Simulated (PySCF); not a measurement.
Dipole response of In²⁺ (indium, charge +2)

[Kr] 4d10 5s1, 2S determinant. All numbers are calculated (PySCF 2.14, scalar relativity through the core potential, in aug-cc-pV5Z-PP with ECP28MDF (8s8p6d4f3g2h, 139 functions)). Coupled (time-dependent) response in atomic units; α is the mean over directions.

```
method  mean α (bohr³)  C₆ (like pair)  S(−4)
revPBE           13.33           62.07  112.6
```

S(−4) is the Cauchy moment in α(ω) = α(0) + S(−4) ω² + …

α(iu) at revPBE:

```json
{"u (hartree)": "0", "α(iu) (bohr³)": "13.33"}
{"u (hartree)": "0.0500", "α(iu) (bohr³)": "13.06"}
{"u (hartree)": "0.100", "α(iu) (bohr³)": "12.32"}
{"u (hartree)": "0.200", "α(iu) (bohr³)": "10.22"}
{"u (hartree)": "0.300", "α(iu) (bohr³)": "8.259"}
{"u (hartree)": "0.500", "α(iu) (bohr³)": "5.723"}
{"u (hartree)": "0.750", "α(iu) (bohr³)": "4.111"}
{"u (hartree)": "1.00", "α(iu) (bohr³)": "3.206"}
{"u (hartree)": "1.50", "α(iu) (bohr³)": "2.185"}
{"u (hartree)": "2.00", "α(iu) (bohr³)": "1.604"}
{"u (hartree)": "3.00", "α(iu) (bohr³)": "0.9643"}
{"u (hartree)": "5.00", "α(iu) (bohr³)": "0.4452"}
```

For an ion, C₆ is the dispersion term alone; charge-induced terms of lower order in 1/R come first.

Energies and moments cover only the electrons outside the core potential.
